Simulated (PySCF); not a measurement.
## Structure elucidation problem

Molecular formula: C₈H₁₈O. Simulated spectra:

1H NMR (300 MHz, computed): δ 1.28 (s, 18H).

13C{1H} NMR (computed): δ 75.4 (C, 2C), 33.8 (CH3, 6C).

- structure optimised with GFN2-xTB
- σ from GIAO-PBE0/pcSseg-1
- run in PySCF 2.14.0 with density-fitted response routines
- non-relativistic, rapidly exchanging positions averaged, no solvent model, one conformer

Scale: 1H and 13C vs TMS (reference shieldings calculated alike).

**Question.** What is the structure?

**Answer.** 
Rings plus π bonds: 0. 2 carbon signals for 8 carbons: some carbons are equivalent by symmetry or fast rotation. Carbon types of the structure: 2 × C, 6 × CH3, which accounts for all hydrogens. δC 75.4: fully substituted sp3 carbon bonded to O; the inductive effect lowers its shielding. δC 33.8: methyl carbon; saturated and bonded to C and H only. δH 1.28: hydrogen on a methyl carbon.

The compound is SMILES O(C(C)(C)C)C(C)(C)C.

The data come from this structure; uniqueness wasn't tested.

Shifts are as computed. Against solution values, carbons near 30 ppm lie about +3 ppm off and those near 130 ppm about +5 ppm. Of 1211 compounds with measured shifts, 218 miss one by over three times the rms of a fit or turn the order of signals round; such compounds aren't used in these exercises.
